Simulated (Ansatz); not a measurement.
Reaction R1 → P1 + P2, each structure at its B3LYP-D3(BJ)/def2-TZVP stationary point, reached from a drawn start (curvature not checked).
R1: CH3Cl (SMILES CCl), charge 0, multiplicity 1.
P1: CH3 (SMILES [CH3]), charge 0, multiplicity 2.
P2: Cl atom, charge 0, multiplicity 2.

P less R. No zero-point or thermal terms; singlets are restricted closed shells; open shells are unrestricted; no spin–orbit coupling.

Frozen-core correlation throughout. CBS(a, b) extrapolates the correlation energy as X⁻³ and adds the Hartree–Fock energy of set b.

Programs: Ansatz (Gaussian orbitals). Each number belongs to the level named beside it.

PBE/def2-TZVPP gives 3.905 eV for the reaction energy.

Question: How do the other levels lie against it? Give each less PBE: r2SCAN/def2-TZVPP, B3LYP/def2-TZVPP, wB97M-V/def2-TZVPP, B2PLYP/def2-TZVPP, MP2/CBS(cc-pV(T+d)Z, cc-pV(Q+d)Z), CCSD(T)/CBS(cc-pV(T+d)Z, cc-pV(Q+d)Z).

Answer: r2SCAN/def2-TZVPP -0.259; B3LYP/def2-TZVPP -0.316; wB97M-V/def2-TZVPP -0.048; B2PLYP/def2-TZVPP -0.247; MP2/CBS(cc-pV(T+d)Z, cc-pV(Q+d)Z) 0.139; CCSD(T)/CBS(cc-pV(T+d)Z, cc-pV(Q+d)Z) -0.082 eV. 1 of 6 lie above PBE; the widest gap is to B3LYP/def2-TZVPP.

Ansatz is a program for electronic structure.
